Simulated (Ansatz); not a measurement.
Total energies of Cl3GeH3OSi (`[SiH3][O][Ge]([Cl])([Cl])[Cl]`).

Cartesian coordinates in Å:
```
Si -0.548 1.182 0.989
O -0.330 0.419 -0.462
Ge 0.449 -1.026 -1.014
Cl 2.514 -0.961 -0.535
Cl 0.192 -1.132 -3.106
Cl -0.426 -2.719 -0.085
H -1.316 2.416 0.706
H 0.768 1.518 1.590
H -1.304 0.304 1.917
```

The species carries charge 0 and has multiplicity 1. Correlated methods include outer-core shells of Ge, which these sets cover unevenly. Scalar relativity is left out up to krypton. The structure was optimised at the PBE0-D4/def2-TZVP level. It is one conformer, not always the lowest. Basis def2-TZVPP, Ansatz.

RPA on PBE orbitals: Hartree–Fock energy of these orbitals -3819.61316 Eh, correlation -1.87688 Eh (frozen core).

```json
{"functional": "BLYP", "energy without D4 (Eh)": "-3824.43075", "D4 term (kJ/mol)": "-71.5"}
{"functional": "r2SCANh", "energy without D4 (Eh)": "-3824.23303", "D4 term (kJ/mol)": "-9.1"}
```

Q: Give the same for LDA (SPW92), PBE, revPBE, r2SCAN, B97M-V, PBE0, B3LYP, r2SCAN0, HSE06 (plane-wave form), BHLYP, CAM-B3LYP, LC-ωPBE, ωB97X-V, ωB97M-V, B2PLYP, PBE-QIDH. (Best estimate.)

A: The calculation gave: 
```json
{"functional": "LDA (SPW92)", "energy without D4 (Eh)": "-3815.08309", "D4 term (kJ/mol)": "–"}
{"functional": "PBE", "energy without D4 (Eh)": "-3823.29246", "D4 term (kJ/mol)": "-34.0"}
{"functional": "revPBE", "energy without D4 (Eh)": "-3823.89551", "D4 term (kJ/mol)": "-81.8"}
{"functional": "r2SCAN", "energy without D4 (Eh)": "-3824.25100", "D4 term (kJ/mol)": "-8.3"}
{"functional": "B97M-V", "energy without D4 (Eh)": "-3823.57129", "D4 term (kJ/mol)": "–"}
{"functional": "PBE0", "energy without D4 (Eh)": "-3823.48984", "D4 term (kJ/mol)": "-29.6"}
{"functional": "B3LYP", "energy without D4 (Eh)": "-3824.51547", "D4 term (kJ/mol)": "-55.6"}
{"functional": "r2SCAN0", "energy without D4 (Eh)": "-3824.20804", "D4 term (kJ/mol)": "-10.2"}
{"functional": "HSE06 (plane-wave form)", "energy without D4 (Eh)": "-3823.45777", "D4 term (kJ/mol)": "-28.2"}
{"functional": "BHLYP", "energy without D4 (Eh)": "-3824.35738", "D4 term (kJ/mol)": "-48.8"}
{"functional": "CAM-B3LYP", "energy without D4 (Eh)": "-3824.55492", "D4 term (kJ/mol)": "-31.1"}
{"functional": "LC-ωPBE", "energy without D4 (Eh)": "-3823.62211", "D4 term (kJ/mol)": "–"}
{"functional": "ωB97X-V", "energy without D4 (Eh)": "-3823.94749", "D4 term (kJ/mol)": "–"}
{"functional": "ωB97M-V", "energy without D4 (Eh)": "-3824.18832", "D4 term (kJ/mol)": "–"}
{"functional": "B2PLYP", "energy without D4 (Eh)": "-3823.48822", "D4 term (kJ/mol)": "–"}
{"functional": "PBE-QIDH", "energy without D4 (Eh)": "-3822.82796", "D4 term (kJ/mol)": "–"}
```

B3LYP takes the VWN-RPA correlation (the form of Gaussian; ORCA's B3LYP/G). HSE06 is the plane-wave form, built on full-range PBE exchange. The double hybrids freeze the cores in their second-order part.

LC-ωPBE has ω = 0.4 bohr⁻¹.
